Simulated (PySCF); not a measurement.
## Assignment exercise: C₄H₇ClO₄Si

Numbering as in the mapped SMILES `[O:1]=[CH:2][O:3][C@@H:4]1[CH2:5][O:6][CH2:7][Si@H:8]([Cl:9])[O:10]1`. Hydrogens are named by the atom that carries them. Ha(C5), Ha(C7) are cis to O3 on the ring; Hb(C5), Hb(C7) are trans to O3 on the ring.

- GFN2-xTB geometry
- shieldings: GIAO PBE0/pcSseg-1
- code: PySCF 2.14
- no relativistic terms, no solvent, single conformer

δ = σ(ref) − σ, references computed at the same level: ¹³C and ¹H against TMS.

(1) Assign these signals to the numbered atoms. ¹³C{¹H} NMR (computed): δ 164.2 (CH), 90.7 (CH), 74.1 (CH2), 66.2 (CH2).

(2) Assign these signals to the numbered atoms. ¹H NMR (600 MHz, computed): δ 8.13 (s, 1H), 6.49 (m, 1H), 5.51 (m, 1H), 3.84 (m, 1H), 3.80 (m, 1H), 3.50 (m, 1H), 3.47 (m, 1H).

Answers

(1) 
| δ (ppm) | atoms | environment | reason |
| --- | --- | --- | --- |
| 164.2 | C2 | ester carbonyl carbon | it is a carbonyl in resonance with an O or N lone pair, the region of acids, esters and amides |
| 90.7 | C4 | sp3 carbon bearing two oxygens | 2 electronegative neighbours deshield it |
| 74.1 | C5 | sp3 CH2 bonded to O | deshielded by the electronegative neighbour |
| 66.2 | C7 | sp3 CH2 bonded to O and Si | the inductive effect lowers its shielding |

(2) 
```tsv
δ (ppm)	atoms	environment	reason
8.13	H(C2)	hydrogen on an ester carbonyl carbon	–
6.49	H(C4)	hydrogen on an sp3 carbon bearing two oxygens	its carbon carries O, hence the downfield position
5.51	H(Si8)	hydrogen on a silicon bonded to C, Cl, O, in a 6-membered ring	–
3.84	Hb(C5)	hydrogen on an sp3 CH2 bonded to O	its carbon carries O, which withdraws density
3.80	Hb(C7)	hydrogen on an sp3 CH2 bonded to O and Si	its carbon carries O, which withdraws density
3.50	Ha(C7)	hydrogen on an sp3 CH2 bonded to O and Si	–
3.47	Ha(C5)	hydrogen on an sp3 CH2 bonded to O	its carbon carries O, an electronegative neighbour
```

Hb(C5) and Hb(C7); Ha(C7) and Ha(C5) lie closer than the usual error of such a calculation, so a measured spectrum could show them in the other order.

Shifts are as computed. Against solution values, carbons near 30 ppm lie about +3 ppm off and those near 130 ppm about +5 ppm. Of 1211 compounds with measured shifts, 218 miss one by over three times the rms of a fit or turn the order of signals round; such compounds aren't used in these exercises. No couplings were computed; multiplicities are counted from neighbouring protons, with m where these are inequivalent, close in shift, in a saturated or five-membered ring or joined by F or P, and br s for small geminal =CH2 splittings.
